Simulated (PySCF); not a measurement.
Spectroscopy problems

Calculated, not measured (PySCF): shielding tensors at PBE0/pcSseg-1 (GIAO), geometry: GFN2-xTB. No solvent model, averaged over atoms made equivalent by symmetry, fast rotation or ring inversion, non-relativistic, single conformer.

δ = σ(ref) − σ, references computed at the same level: ¹H, ¹³C vs TMS. Where no couplings were computed, multiplicities follow the n + 1 count of equivalent neighbours, and m marks all less simple cases (inequivalent or close neighbours, rings, F or P nearby). Shifts are as computed. Against solution values, carbons near 30 ppm lie about +3 ppm off and those near 130 ppm about +5 ppm. Of 1309 compounds with measured shifts, 239 miss one by over three times the rms of a fit or turn the order of signals round; such compounds aren't used in these exercises.

Task: C7H12OSi. ¹H NMR (400 MHz, computed): δ 6.45 (q, 1H), 4.25 (s, 3H), 3.13 (m, 2H), 2.99 (m, 1H), 2.81 (m, 2H), 2.02 (d, 3H). ¹³C{¹H} NMR (computed): δ 210.0 (C), 147.5 (CH), 141.5 (C), 53.8 (CH2), 32.4 (CH), 22.8 (CH3). What is it?

Result: `C/C=C(\[SiH3])C1CC(=O)C1`. The formula gives 3 degrees of unsaturation (1 ring in the answer). 6 carbon signals for 7 carbons: some carbons are equivalent by symmetry or fast rotation. Carbon types of the structure: 2 × C, 2 × CH, 2 × CH2, 1 × CH3, leaving 3 H on heteroatoms. δC 210.0: ketone carbonyl carbon; low-lying n→π* states of the double bond to the heteroatom give a large paramagnetic term (-280 ppm). δC 147.5: alkene CH; the olefinic region. δC 141.5: fully substituted alkene carbon; as expected for a trigonal carbon in a double bond. δH 2.02: hydrogen on an allylic methyl carbon; allylic position.

The shifts were computed for this structure.

Task: C7H12OSi. ¹H NMR (400 MHz, computed): δ 10.30 (s, 1H), 5.33 (br s, 1H), 5.06 (br s, 1H), 4.03 (s, 3H), 2.39 (m, 1H), 1.94 (s, 3H), 1.68 (m, 1H), 1.15 (m, 1H). ¹³C{¹H} NMR (computed): δ 207.7 (CH), 152.3 (C), 120.6 (CH2), 43.0 (CH), 27.4 (CH3), 24.9 (CH2), 22.6 (C). What is it?

Result: `C=C(C)[C@@H]1C[C@@]1([SiH3])C=O`. Rings plus π bonds: 3 (1 ring in the answer). 7 carbon signals for 7 carbons: no two carbons are equivalent. Carbon types of the structure: 2 × C, 2 × CH, 2 × CH2, 1 × CH3, leaving 3 H on heteroatoms. δC 207.7: aldehyde carbonyl carbon; the double bond to the heteroatom, with no lone-pair donor beside it, deshields it most. δC 152.3: fully substituted alkene carbon; as expected for a trigonal carbon in a double bond. δC 120.6: terminal =CH2 carbon; the olefinic region. δH 10.30: hydrogen on an aldehyde carbonyl carbon; the formyl region, downfield of aromatic protons.

The shifts were computed for this structure.

Task: C7H12OSi. ¹H NMR (400 MHz, computed): δ 6.06 (m, 1H), 5.39 (m, 1H), 5.23 (m, 1H), 4.47 (t, 2H), 2.84 (d, 2H), 1.16 (m, 2H), 1.04 (m, 3H). ¹³C{¹H} NMR (computed): δ 184.8, 150.4, 121.2, 34.2, 11.8, 10.3, 8.3. Identify the compound.

Result: SMILES C(C=C)C(=C=O)[SiH2]CC. The formula gives 3 degrees of unsaturation (no ring in the answer). 7 carbon signals for 7 carbons: no two carbons are equivalent. Carbon types of the structure: 2 × C, 1 × CH, 3 × CH2, 1 × CH3, leaving 2 H on heteroatoms. δC 184.8: central carbon of a ketene. δC 150.4: alkene CH; the olefinic region. δC 121.2: terminal =CH2 carbon; an sp2 carbon of a C=C bond. δH 2.84: hydrogen on an allylic sp3 CH2; allylic position.

This is the structure that produced the data.
